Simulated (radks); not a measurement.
Valence configurations of Mn IV (all share [Ar]). Calculated with a radial shooting solver on a logarithmic mesh with Libxc functionals: scalar-relativistic Kohn-Sham, PBE, spin-polarised, spherical densities, finite nucleus; open shells are filled with parallel spins first; Fermi nuclear charge, rms radius 3.7057 fm. Order these by energy: 3d2 4s2; 3d4; 3d3.5 4s0.5; 3d3 4p1; 3d3 4s1; 3d2 4p2; 3d3.5 4p0.5; 3d2.5 4s1 4p0.5; 3d2 4s1 4p1; 3d2.5 4s1.5.

Answer. From the lowest, in eV above it: 3d4 0.000; 3d3.5 4s0.5 6.514; 3d3.5 4p0.5 10.030; 3d3 4s1 14.080; 3d3 4p1 21.345; 3d2.5 4s1.5 23.810; 3d2.5 4s1 4p0.5 26.485; 3d2 4s2 34.451; 3d2 4s1 4p1 40.283; 3d2 4p2 48.015. NIST lists [Ar] 3d4 as the ground configuration; this level of theory agrees among the configurations tried. The energies are those of spherical high-spin densities, not of single terms.
